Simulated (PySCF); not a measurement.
C2H5Se (SMILES [CH2][Se]C), doublet, geometry from GFN2-xTB, with bond 6-3 at 1.3 times its length; R2SCAN/STO-3G in PySCF.

Input for PySCF:
```python
from pyscf import gto, scf, dft

mol = gto.Mole()
mol.atom = '''
    C     1.49761263    0.16353966   -0.58909228
    Se   -0.00641801   -0.21359841    0.38267030
    C    -1.33162899    0.55167442   -0.83254576
    H     2.42913506   -0.14745875   -0.15117942
    H     1.49762313    1.05842432   -1.18733177
    H    -1.10185064    1.94214988   -0.94749081
    H    -1.23025095    0.07022799   -1.80212363
    H    -2.31932019    0.36859686   -0.41936231
'''
mol.basis = 'sto-3g'
mol.spin = 1
mol.verbose = 4
mol.build()

mf = dft.UKS(mol)
mf.xc = 'r2scan'
mf.conv_tol = 1e-4
mf.kernel()
```

Question: Write the output that PySCF gives for this input, abridged.

Answer: 
```
PySCF version 2.14.0

[INPUT] verbose = 4
[INPUT] num. atoms = 8
[INPUT] num. electrons = 51
[INPUT] charge = 0
[INPUT] spin (= nelec alpha-beta = 2S) = 1
[INPUT] symmetry False subgroup None
[INPUT] Mole.unit = angstrom
[INPUT] Symbol           X                Y                Z      unit          X                Y                Z       unit  Magmom
[INPUT]  1 C      1.497612630000   0.163539660000  -0.589092280000 AA    2.830077711390   0.309045167904  -1.113223071296 Bohr   0.0
[INPUT]  2 Se    -0.006418010000  -0.213598410000   0.382670300000 AA   -0.012128281165  -0.403642495543   0.723142063005 Bohr   0.0
[INPUT]  3 C     -1.331628990000   0.551674420000  -0.832545760000 AA   -2.516414090631   1.042513563728  -1.573283472568 Bohr   0.0
[INPUT]  4 H      2.429135060000  -0.147458750000  -0.151179420000 AA    4.590399982979  -0.278656652171  -0.285687699471 Bohr   0.0
[INPUT]  5 H      1.497623130000   1.058424320000  -1.187331770000 AA    2.830097553514   2.000132088379  -2.243731864295 Bohr   0.0
[INPUT]  6 H     -1.101850640000   1.942149880000  -0.947490810000 AA   -2.082195939777   3.670131366057  -1.790498136442 Bohr   0.0
[INPUT]  7 H     -1.230250950000   0.070227990000  -1.802123630000 AA   -2.324837359986   0.132711667379  -3.405520103307 Bohr   0.0
[INPUT]  8 H     -2.319320190000   0.368596860000  -0.419362310000 AA   -4.382879954274   0.696547115775  -0.792479912865 Bohr   0.0

nuclear repulsion = 176.816698045558
number of shells = 19
number of NR pGTOs = 99
number of NR cGTOs = 33
basis = sto-3g
ecp = {}

******** <class 'pyscf.dft.uks.UKS'> ********
method = UKS
initial guess = minao
damping factor = 0
level_shift factor = 0
DIIS = <class 'pyscf.scf.diis.CDIIS'>
diis_start_cycle = 1
diis_space = 8
diis_damp = 0
SCF conv_tol = 0.0001
SCF conv_tol_grad = None
SCF max_cycles = 50
direct_scf = True
direct_scf_tol = 1e-13
number electrons alpha = 26  beta = 25
XC library pyscf.dft.libxc version 7.1.2
    S. Lehtola, C. Steigemann, M. J. T. Oliveira, and M. A. L. Marques,  SoftwareX 7, 1–5 (2018)
XC functionals = r2scan
    J. W. Furness, A. D. Kaplan, J. Ning, J. P. Perdew, and J. Sun,  J. Phys. Chem. Lett. 11, 8208–8215 (2020)
    J. W. Furness, A. D. Kaplan, J. Ning, J. P. Perdew, and J. Sun,  J. Phys. Chem. Lett. 11, 9248–9248 (2020)
    J. W. Furness, A. D. Kaplan, J. Ning, J. P. Perdew, and J. Sun,  J. Phys. Chem. Lett. 11, 8208–8215 (2020)
    J. W. Furness, A. D. Kaplan, J. Ning, J. P. Perdew, and J. Sun,  J. Phys. Chem. Lett. 11, 9248–9248 (2020)
radial grids:
    Treutler-Ahlrichs [JCP 102, 346 (1995); DOI:10.1063/1.469408] (M4) radial grids

becke partition: Becke, JCP 88, 2547 (1988); DOI:10.1063/1.454033
pruning grids: <function nwchem_prune>
grids dens level: 3
symmetrized grids: False
atomic radii adjust function: <function treutler_atomic_radii_adjust>
small_rho_cutoff = 0
Set gradient conv threshold to 0.01
tot grids = 97704
init E= -2449.99638489132

cycle= 1 E= -2453.0057975497  delta_E= -3.01  |g|= 0.264  |ddm|= 2.44
cycle= 2 E= -2453.02919502318  delta_E= -0.0234  |g|= 0.213  |ddm|= 1.07
cycle= 3 E= -2453.07601364573  delta_E= -0.0468  |g|= 0.0749  |ddm|= 0.598
cycle= 4 E= -2453.08009965625  delta_E= -0.00409  |g|= 0.00922  |ddm|= 0.124
cycle= 5 E= -2453.08020340923  delta_E= -0.000104  |g|= 0.00381  |ddm|= 0.0281
cycle= 6 E= -2453.08021673721  delta_E= -1.33e-05  |g|= 0.00213  |ddm|= 0.00937
Extra cycle  E= -2453.08021367586  delta_E= 3.06e-06  |g|= 0.00312  |ddm|= 0.00765
converged SCF energy = -2453.08021367586  <S^2> = 0.75405504  2S+1 = 2.0040509
```
